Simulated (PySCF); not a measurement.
sulfuric acid (H2O4S), SMILES O=S(=O)(O)O.

Geometry optimised at TPSSh-D3(BJ)/def2-SVP. Other conformers were not sampled.

Level of theory: PySCF with PBE/def2-TZVP.

Gas-phase values at a fixed geometry.

* **total energy**: -699.97192 hartree
* **point group**: C2
* **highest occupied level**: -7.99 eV
* **lowest empty level**: -1.13 eV
* **orbital gap**: 6.86 eV
* **dipole moment**: 2.99 D
* **quadrupole, principal values (traceless, Buckingham form, about the centre of nuclear charge)**: -8.43, -0.01, 8.44 D·Å
* **mean static polarisability**: 34.1 bohr³ (5.05 Å³)
* **polarisability, principal values**: 32.2, 32.8, 37.4 bohr³
